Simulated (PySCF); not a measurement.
Simulated C 1s region for `C[C@H](N)C[SiH3]`, binding energy against the vacuum level.

Every computed line was given a Gaussian of 0.6 eV full width at half maximum and an area set by the number of equivalent atoms; the highest printed point is 100. Computed, not measured: delta-SCF UKS SCAN, pcX-2 on the ionised atom, pcseg-1 elsewhere, spin-free X2C (PySCF 2.14.0).

| binding energy (eV) | intensity |
| --- | --- |
| 289.1 | 0 |
| 289.2 | 1 |
| 289.3 | 2 |
| 289.4 | 6 |
| 289.5 | 13 |
| 289.6 | 25 |
| 289.7 | 41 |
| 289.8 | 61 |
| 289.9 | 78 |
| 290.0 | 91 |
| 290.1 | 98 |
| 290.2 | 100 |
| 290.3 | 96 |
| 290.4 | 87 |
| 290.5 | 72 |
| 290.6 | 54 |
| 290.7 | 37 |
| 290.8 | 27 |
| 290.9 | 26 |
| 291.0 | 33 |
| 291.1 | 47 |
| 291.2 | 61 |
| 291.3 | 69 |
| 291.4 | 67 |
| 291.5 | 56 |
| 291.6 | 40 |
| 291.7 | 25 |
| 291.8 | 13 |
| 291.9 | 6 |
| 292.0 | 2 |
| 292.1 | 1 |
| 292.2 | 0 |

Question: Count the maxima, the lines and the sites behind this envelope.

Answer: The curve has 2 maxima (at 290.2 and 291.3 eV). Under it lie 3 lines from 3 inequivalent carbon sites. At this width some lines have no maximum of their own.

Question: Decompose the envelope and assign each component. Numbering: `[CH3:1][C@H:2]([NH2:3])[CH2:4][SiH3:5]`.

Answer: 
```
position (eV)  relative area  line  atoms                   environment
       289.97              1  C 1s     C4   sp3 carbon bound to silicon
       290.39              1  C 1s     C1                 methyl carbon
       291.33              1  C 1s     C2  sp3 carbon bound to nitrogen
```

Question: What are the centre and the root-mean-square width of the whole band?

Answer: The area-weighted mean of the lines is 290.56 eV. Their own spread about it is 0.57 eV (rms) and each Gaussian has σ = 0.6/2.355 = 0.25 eV; the variances add, which gives 0.62 eV.

The listed C 1s values span 1.36 eV, from C4 (bonded to C, 2 H and Si) to C2 (bonded to N, 2 C and H).

Shake-up satellites, vibrational structure and lifetime widths aren't simulated. One conformer (not necessarily the lowest) at the GFN2-xTB geometry, without solvent, vibrations or thermal averaging.

The values belong to the conformer `[CH3:1][C@H:2]([NH2:3])[CH2:4][SiH3:5]`: C1–C2–C4–Si5 -62°, H–N3–C2–C1 179°, H–N3–C2–C1 -62°.
